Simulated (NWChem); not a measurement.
System: C4H12FTa; SMILES [CH3][Ta]([CH3])([CH3])([CH3])[F]

```xyz
18

Ta     0.0000     0.0000     0.1319
F      0.0000     0.0000     2.0202
C      1.5645    -1.2444    -0.7272
H      2.5528    -0.8856    -0.3898
H      1.5697    -1.2645    -1.8289
H      1.4456    -2.2826    -0.3702
C     -1.5645     1.2444    -0.7272
H     -1.5697     1.2645    -1.8289
H     -1.4456     2.2826    -0.3702
H     -2.5528     0.8856    -0.3898
C      1.2444     1.5645    -0.7272
H      2.2826     1.4456    -0.3702
H      0.8856     2.5528    -0.3898
H      1.2645     1.5697    -1.8289
C     -1.2444    -1.5645    -0.7272
H     -2.2826    -1.4456    -0.3702
H     -0.8856    -2.5528    -0.3898
H     -1.2645    -1.5697    -1.8289
```
Atoms are numbered in this order, from 1.

Results from NWChem. All runs use the structure optimised with PBE0/def2-SVP. No frequency run checked for a minimum. def2 effective core potentials on Ta; no spin-orbit coupling.

Question: Predict the results for B3PW91/def2-SVP. Quantities: highest occupied level (eV); orbital gap (eV); dipole (D).

Answer: 
| Property | Value |
|---|---|
| highest occupied level (eV) | -7.19 |
| orbital gap (eV) | 5.03 |
| dipole (D) | 0.60 |
